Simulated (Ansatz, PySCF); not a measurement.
Se(Me)(OSiH3) (CH6OSeSi), SMILES O([SiH3])[Se]C. Atoms are numbered in the order given.

```xyz
10

Se    -0.8474    -0.1067     0.3393
C     -0.8519     1.8354     0.2369
H     -1.8884     2.1511     0.4313
H     -0.5425     2.1718    -0.7615
H     -0.1884     2.2399     1.0126
O      0.9646    -0.3246     0.1286
Si     1.4765    -0.6515    -1.4463
H      0.9212    -1.9376    -1.9481
H      2.9577    -0.7331    -1.3700
H      1.0760     0.4422    -2.3761
```
Charge 0, spin multiplicity 1.

The structure is a stationary point at TPSSh-D3(BJ)/def2-SVP. The structure was generated by enumeration, and PubChem lists no compound with its InChIKey, so it may never have been made. Other conformers were not sampled.

Two levels are set side by side: PBE-D3(BJ)/def2-SVP (Ansatz, a first-principles code) and TPSSh-D3(BJ)/def2-SVP (PySCF). Each level has its own optimised geometry; the coordinates shown are those of the second. Frequencies come from the Hessian of PySCF at each geometry. Differences are taken from unrounded values.

```tsv
quantity	TPSSh-D3(BJ)
mean bond length (Å)	1.470
bond Se1–C2 (Å)	1.945
bond Se1–O6 (Å)	1.837
bond O6–Si7 (Å)	1.688
bond C2–H3 (Å)	1.101
bond C2–H4 (Å)	1.098
bond C2–H5 (Å)	1.098
bond Si7–H8 (Å)	1.488
bond Si7–H9 (Å)	1.485
bond Si7–H10 (Å)	1.490
highest harmonic wavenumber (cm⁻¹)	3173
mean harmonic wavenumber (cm⁻¹)	1219
zero-point energy (kcal/mol)	41.83
```

### Question
What does PBE-D3(BJ) give, and how far is it from TPSSh-D3(BJ)? (The exact figures need the calculation; the answer reports its results.)

### Answer

```tsv
quantity	PBE-D3(BJ)	PBE-D3(BJ) minus TPSSh-D3(BJ)
mean bond length (Å)	1.482	0.012
bond Se1–C2 (Å)	1.950	0.005
bond Se1–O6 (Å)	1.854	0.016
bond O6–Si7 (Å)	1.700	0.012
bond C2–H3 (Å)	1.109	0.008
bond C2–H4 (Å)	1.106	0.008
bond C2–H5 (Å)	1.106	0.008
bond Si7–H8 (Å)	1.505	0.017
bond Si7–H9 (Å)	1.502	0.017
bond Si7–H10 (Å)	1.507	0.017
highest harmonic wavenumber (cm⁻¹)	3106	-66
mean harmonic wavenumber (cm⁻¹)	1176	-43
zero-point energy (kcal/mol)	40.34	-1.49
```

GGA bonds tend to be longer and softer than those of functionals with exact exchange. Differences between two approximate levels are no errors against the true value.
